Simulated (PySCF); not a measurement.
SMILES OB(O)S[Si](O)(O)O (H5BO5SSi), singlet (B3LYP/def2-SVP optimised geometry):

```
13

Si    -0.389    -0.914     0.000
O     -0.793     0.686     0.000
O     -1.069    -1.568    -1.358
O      1.285    -0.914     0.000
S     -1.002    -2.080     1.677
B      0.419    -1.958     2.924
O      1.648    -1.512     2.628
O      0.151    -2.378     4.187
H     -1.693     0.914    -0.262
H     -1.133    -2.530    -1.392
H      1.693    -0.174    -0.471
H      1.768    -1.280     1.687
H     -0.767    -2.635     4.333
```

Level of theory: B3LYP/def2-TZVP (PySCF).

What are the frontier orbital energies and the dipole moment?

HOMO-2 -8.98 eV, HOMO-1 -8.52 eV, HOMO -7.51 eV, LUMO -0.35 eV, LUMO+1 0.35 eV; dipole moment 3.21 D.

On the same geometry PBE/def2-TZVP in PySCF gives HOMO-2 -7.57 eV, HOMO-1 -7.35 eV, HOMO -6.47 eV, LUMO -0.87 eV, LUMO+1 -0.27 eV; dipole moment 3.07 D.

Meta-Löwdin charges at B3LYP/def2-TZVP: Si1 1.41, O2 -0.75, O3 -0.75, O4 -0.75, S5 -0.33, B6 0.40, O7 -0.51, O8 -0.51, H9 0.36, H10 0.36, H11 0.36, H12 0.36, H13 0.36.
